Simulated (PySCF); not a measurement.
# Assigning NMR signals

Geometry:
| atom | x (Å) | y (Å) | z (Å) |
| --- | --- | --- | --- |
| C1 | -2.309 | 0.330 | -0.598 |
| C2 | -1.322 | 0.169 | 0.509 |
| O3 | -1.588 | 0.177 | 1.684 |
| C4 | 0.103 | -0.015 | 0.055 |
| C5 | 1.130 | -0.179 | 0.979 |
| C6 | 2.394 | -0.338 | 0.415 |
| Cl7 | 3.783 | -0.551 | 1.383 |
| N8 | 2.565 | -0.329 | -0.900 |
| N9 | 1.555 | -0.172 | -1.686 |
| N10 | 0.357 | -0.018 | -1.256 |
| H11 | -2.030 | 1.188 | -1.206 |
| H12 | -2.270 | -0.543 | -1.245 |
| H13 | -3.310 | 0.459 | -0.196 |
| H14 | 0.941 | -0.179 | 2.041 |

- σ from GIAO-PBE0/pcSseg-1
- geometry from GFN2-xTB
- code: PySCF 2.14.0 with density-fitted response routines
- single conformer, one averaged value for each set of equivalent atoms, isolated molecule, no relativistic terms

Shifts are taken against calculated references (same method and geometry level): ¹³C and ¹H against TMS.

(1) Assign these signals to the numbered atoms. ¹³C{¹H} NMR (computed): δ 204.8 (C), 173.3 (C), 152.6 (C), 121.6 (CH), 30.7 (CH3).

(2) Assign these signals to the numbered atoms. ¹H NMR (600 MHz, computed): δ 7.92 (s, 1H), 3.21 (s, 3H).

## Answers

(1) 
```tsv
δ (ppm)	atoms	environment	reason
204.8	C2	ketone carbonyl carbon	low-lying n→π* states of the double bond to the heteroatom give a large paramagnetic term (-264 ppm)
173.3	C6	aromatic carbon bearing chlorine	–
152.6	C4	substituted aromatic carbon next to a ring nitrogen	–
121.6	C5	aromatic CH	–
30.7	C1	methyl carbon α to a carbonyl	α to the electron-withdrawing carbonyl group
```

(2) 
```tsv
δ (ppm)	atoms	environment	reason
7.92	H14	hydrogen on an aromatic CH	ring current plus the deshielding of an ortho carbonyl group
3.21	H11/H12/H13	hydrogen on a methyl carbon α to a carbonyl	–
```

Carbons that carry Cl, above all several Cl atoms, come out too deshielded, partly because spin–orbit coupling is missing. Shifts are as computed. Against solution values, carbons near 30 ppm lie about +3 ppm off and those near 130 ppm about +5 ppm; carbons on Cl a further +6 ppm. Of 1211 compounds with measured shifts, 218 miss one by over three times the rms of a fit or turn the order of signals round; such compounds aren't used in these exercises. No couplings were computed; multiplicities are counted from neighbouring protons, with m where these are inequivalent, close in shift, in a saturated or five-membered ring or joined by F or P, and br s for small geminal =CH2 splittings.
